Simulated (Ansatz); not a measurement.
Mulliken charges of `C[Si](F)(P)Cl` from r2SCAN/def2-TZVPP in Ansatz (PBE0-D4/def2-TZVP geometry).

| atom | x (Å) | y (Å) | z (Å) | charge (e) |
| --- | --- | --- | --- | --- |
| C1 | -0.926 | -1.214 | 0.165 | -0.319 |
| Si2 | 0.460 | -0.094 | -0.323 | 0.693 |
| F3 | 1.774 | -0.546 | 0.464 | -0.309 |
| P4 | 0.004 | 2.072 | 0.012 | -0.142 |
| Cl5 | 0.872 | -0.323 | -2.320 | -0.252 |
| H6 | -0.662 | -2.252 | -0.046 | 0.088 |
| H7 | -1.136 | -1.119 | 1.233 | 0.084 |
| H8 | -1.832 | -0.965 | -0.392 | 0.091 |
| H9 | 0.174 | 1.946 | 1.419 | 0.029 |
| H10 | 1.356 | 2.445 | -0.209 | 0.038 |

Problem. By hand: the dipole of these point charges (1 e Å = 4.8032 D).

Solution. Σ q r = (-0.418, 0.047, 0.260) e Å, of length 0.495 e Å = 2.38 D.

Problem. How does the dipole of the full density compare? (Estimate.)

Solution. Ansatz gave: (-0.271, -0.038, 0.237) e Å, 1.74 D; the point charges give 1.37 times that, at 15° from its direction.

Point charges leave out the atoms' own dipoles, such as those of lone pairs, and Mulliken's split depends on the basis, so the two needn't agree.
